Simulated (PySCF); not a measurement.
Atom-mapped SMILES (the numbers label the heavy atoms): `[CH3:1][S:2][SiH2:3][C:4]([CH3:5])([CH3:6])[CH3:7]`; H(Xn) means a hydrogen on atom n.

Geometry: PBE0-D3(BJ)/def2-SVP; GIAO shifts from PySCF 2.14, gas phase, non-relativistic, averaged over equivalent atoms.

At PBE0/pcSseg-1 (203 basis functions, 78 s wall time on 1 thread of an Arm Neoverse N1, shared host):
| atoms | δ (ppm) |
| --- | --- |
| C5/C6/C7 | 28.4 |
| C4 | 18.8 |
| C1 | 13.7 |
| S2 | -226.3 |
| Si3 | 2.9 |
| H(Si3) | 4.51 |
| H(C1) | 1.93 |
| H(C5)/H(C6)/H(C7) | 1.05 |

References, each an isolated molecule treated in the same way: TMS for 13C (σref 184.41) and 29Si (σref 351.99) and 1H (σref 31.27); 33S (σref 495.66) vs CS2.

Predict the values at WP04/pcSseg-1 on the same geometry.

Results:


```csv
atoms,δ at WP04/pcSseg-1,change
C5/C6/C7,28.0,-0.4
C4,23.1,+4.3
C1,17.1,+3.4
S2,-190.9,+35.4
Si3,1.3,-1.6
H(Si3),3.86,-0.65
H(C1),1.86,-0.07
H(C5)/H(C6)/H(C7),1.01,-0.04
```

Shifts are taken against calculated references (same method and geometry level): 13C (172.44 ppm) and 29Si (338.69 ppm) and 1H (31.56 ppm) against TMS; 33S (462.27 ppm) against CS2.

The largest change is at S2 (sulfur bonded to C, Si). Cost: 203 basis functions, 61 s wall time on 1 thread of an Arm Neoverse N1, shared host. The order of the carbon signals is the same at both levels.
